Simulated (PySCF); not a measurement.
## A search over the determinants of BiS

Unrestricted PBE0; Bi cc-pVTZ-PP with ECP60, S cc-pV(T+d)Z; scalar-relativistic core potentials (PySCF 2.14). Outer shells of the fragments: Bi 5d10 6s2 6p3; S 3s2 3p4.

Followed along the bond (rough minima from three points):

```tsv
2Ms+1	unpaired	⟨S²⟩ at the start	R at minimum (Å)	Te (eV)
2	π ↑	0.86	2.30	0.00
4	π ↑↑↑	3.76	none in the scan	≤ 1.25
2	π ↑↑↓	1.76	none in the scan	≤ 1.58
6	σ ↑, π ↑↑↑↑	8.76	none in the scan	≤ 4.57
```

Solutions found at the starting distance of 2.445 Å, counted from the lowest of them; the search is not exhaustive and high or unbound solutions are not listed, so other states can lie among these:

```csv
2Ms+1,unpaired,term,E (eV),⟨S²⟩,⟨Lz²⟩,μ (D)
2,π ↑,²Π,0.00,0.86,1.01,-3.58
4,π ↑↑↑,⁴Π,1.08,3.76,1.01,-1.65
2,π ↑↑↓,mixed,1.41,1.76,3.03,-1.64
4,"σ ↑, π ↑↑",⁴Σ⁻,2.20,3.76,0.00,-2.77
2,π ↑,mixed,2.49,0.75,3.02,-1.68
2,"σ ↓, π ↑↑",mixed,2.52,1.76,0.00,-2.92
```

A term symbol is given only where ⟨S²⟩ and ⟨Lz²⟩ are close to those of a pure state; real π, δ and φ orbitals otherwise mix terms. A positive dipole means Bi(−)S(+).

These are scalar-relativistic numbers at best; spin–orbit coupling would shift them, the dissociation energy most. Counting both spins, an empty level lies below a filled one in some of these solutions, because spin and occupation are held.
